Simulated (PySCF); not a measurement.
An EPR property job and its printed output. Input:

```
{"job": {"kind": "epr", "basis": "pcH-1"}, "charge": 0, "multiplicity": 2}
C     -1.379297     1.436582     0.495115
C     -1.337580     0.711689    -0.850591
N     -0.398171    -0.379148    -0.875522
C     -0.871797    -1.591682    -0.266378
Si     1.285581    -0.158200    -1.184463
Si     2.698359    -0.396027     0.597907
H     -1.663100     0.751546     1.290646
H     -2.103008     2.247340     0.463098
H     -0.398499     1.847765     0.725805
H     -1.053042     1.422459    -1.629822
H     -2.336844     0.328103    -1.089841
H     -1.035597    -1.479138     0.812048
H     -1.818259    -1.900317    -0.722440
H     -0.141101    -2.383598    -0.416608
H      1.279864     1.131855    -1.899043
H      4.060807    -0.393615     0.053119
H      2.741155     0.524158     1.751138
H      2.461770    -1.713454     1.207544
```

Level of theory: UKS B3LYP, pcH-1 on C H N Si, non-relativistic, mean-field spin-orbit, GIAO (PySCF 2.14.0). Isolated species at its GFN2-xTB geometry (one conformer only). Couplings are sensitive to structure, and on GFN2-xTB geometries they can be far from those on DFT ones, by a factor of two or more for some ions and for spin on atoms past the first row.

Output of the driver script. The program numbers atoms from 0.

```
UKS, coarse grid
  cycle   1  E = -755.23121465  |g| = 3.31e-01
  cycle   2  E = -755.15377537  |g| = 5.07e-01
  cycle   3  E = -755.27565197  |g| = 1.18e-01
  cycle   4  E = -755.28115208  |g| = 3.42e-02
  cycle   5  E = -755.28168600  |g| = 7.51e-03
  cycle   6  E = -755.28171545  |g| = 2.15e-03
  cycle   7  E = -755.28171881  |g| = 9.77e-04
UKS, final grid
  cycle   1  E = -755.28172565  |g| = 1.31e-03
  cycle   2  E = -755.28172435  |g| = 2.28e-03
  cycle   3  E = -755.28172648  |g| = 2.42e-04
  cycle   4  E = -755.28172651  |g| = 8.86e-05
  cycle   5  E = -755.28172652  |g| = 2.43e-05
E = -755.28172652 Eh   <S^2> = 0.7531 (exact 0.7500)
g shifts (ppm)      1          2          3
  rmc          -150       -150       -150
  gc             16         45         30
  oz_so        -292        337       2955
  total        -425        233       2836
hyperfine (MHz)  atom isotope    a_iso     a_fc   dipolar eigenvalues
    0   13C       2.65       2.65     -1.70     -1.09      2.79
    1   13C       7.75       7.75     -1.67     -1.50      3.18
    2   14N      21.77      21.75     -7.82     -7.45     15.28
    3   13C      -3.10      -3.10     -1.26      0.13      1.13
    4  29Si    -430.61    -431.39   -128.51     61.18     67.33
    5  29Si    -131.19    -131.33    -23.05      8.71     14.34
    6    1H      -0.89      -0.90     -1.18     -0.83      2.01
    7    1H       0.92       0.92     -1.29     -0.62      1.91
    8    1H      -1.19      -1.19     -2.28     -0.72      2.99
    9    1H      11.26      11.25     -2.50     -1.59      4.09
   10    1H      -1.19      -1.19     -2.15     -1.50      3.66
   11    1H      11.58      11.58     -1.85     -1.35      3.20
   12    1H      12.07      12.07     -2.13     -1.50      3.63
   13    1H      -0.44      -0.44     -3.66     -1.73      5.39
   14    1H       7.74       7.73     -7.12      0.02      7.10
   15    1H      -8.53      -8.53     -3.07     -1.18      4.25
   16    1H      92.15      92.14     -2.78     -0.14      2.92
   17    1H      -6.46      -6.46     -2.85     -1.16      4.01
```

|g| in the SCF lines is the orbital gradient. In the g block, columns 1 to 3 are the principal axes in rising order; rmc is the relativistic mass correction, gc the gauge correction and oz_so the orbital-Zeeman/spin–orbit term. a_fc is the Fermi-contact part of a_iso, the rest being spin–orbit.

Is the state sound, as far as the log shows?

The SCF converged after 12 cycles in all, 7 of them on the coarse grid; no stability test was run. ⟨S²⟩ = 0.7531 against the exact 0.7500, so spin contamination is small.

What are the principal g values and g_iso?

Adding the total shifts to 2.002319 gives 2.00189, 2.00255, 2.00516; their mean shift is 881 ppm, so g_iso = 2.00320.

Which couplings shape the isotropic spectrum at natural abundance (0.05 mT or more)? Keep the log's numbering.

atoms 15, 16, 17 (1H, I = 1/2): mean 25.7 MHz = 0.92 mT in magnitude, a 1:3:3:1 quartet; atom 2 (14N, I = 1): 21.8 MHz = 0.78 mT in magnitude, a 1:1:1 triplet; atom 14 (1H, I = 1/2): 7.7 MHz = 0.28 mT in magnitude, a 1:1 doublet; atoms 11, 12, 13 (1H, I = 1/2): mean 7.7 MHz = 0.28 mT in magnitude, a 1:3:3:1 quartet; atoms 9, 10 (1H, I = 1/2): mean 5.0 MHz = 0.18 mT in magnitude, a 1:2:1 triplet. Together 288 lines to first order. Means are taken over nuclei equivalent by connectivity, which assumes that they swap fast. The three 1H nuclei of mean +25.7 MHz run from -8.5 to 92.1 MHz in the frozen geometry. The three 1H nuclei of mean +7.7 MHz run from -0.4 to 12.1 MHz in the frozen geometry. The 1H value of +5.0 MHz is a mean of couplings from -1.2 to 11.3 MHz in this one geometry, not an average over conformers.

How large is the spin–orbit part of a_iso for atom 4 (29Si)?

a_iso − a_fc = -430.61 − (-431.39) = +0.78 MHz.

The species is `[SiH]([SiH3])N(CC)C` [radical]. The run used 290 basis functions and 11 iterations of the response equations. 

Hardware: one thread of an AMD EPYC, shared host with 64 logical CPUs at a one-minute load of 55. Cost: 2.2 min of wall time (grids of density and orbitals included), 0.96 GiB resident at most.

Conformer computed: `[CH3:1][CH2:2][N:3]([CH3:4])[SiH:5][SiH3:6]`: C1–C2–N3–C4 80°, C2–N3–Si5–Si6 107°.
Labels such as C1 count atoms from 1, the log's own numbers from 0.
